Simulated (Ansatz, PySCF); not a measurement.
Ansatz (a first-principles code) was given this input:
Ansatz 0.2 input:
```yaml
crystal:
  periodic: [false, false, false]
  atoms:
    - {symbol: C, position_ang: [0.12287813, 0.40730308, -0.00331883]}
    - {symbol: C, position_ang: [1.24949282, -0.26376349, -0.03891045]}
    - {symbol: F, position_ang: [-1.12740689, -0.31305432, 0.03446280]}
    - {symbol: H, position_ang: [-0.19677651, 1.48659008, 0.00782128]}
    - {symbol: H, position_ang: [2.10921281, 0.46966118, -0.06461080]}
basis:
  gaussian:
    orbitals: cc-pVDZ
total_charge: -1
magnetization: {spin_polarized: false}
correlation: {method: mp2, electrons: outside_noble_gas}
accuracy: high
```

Task: Convert this to an input for PySCF.

Result: Several could match; the one computed here: 
```python
from pyscf import gto, scf, mp

mol = gto.Mole()
mol.atom = '''
    C     0.12287813    0.40730308   -0.00331883
    C     1.24949282   -0.26376349   -0.03891045
    F    -1.12740689   -0.31305432    0.03446280
    H    -0.19677651    1.48659008    0.00782128
    H     2.10921281    0.46966118   -0.06461080
'''
mol.basis = 'cc-pvdz'
mol.charge = -1
mol.verbose = 4
mol.build()

mf = scf.RHF(mol)
mf.kernel()

pt = mp.MP2(mf, frozen=3)
pt.kernel()
print('E(MP2) = %.10f' % pt.e_tot)
```

Both were run: Ansatz gave -176.682698 Eh and PySCF -176.682698 Eh, 0.000 mEh apart.
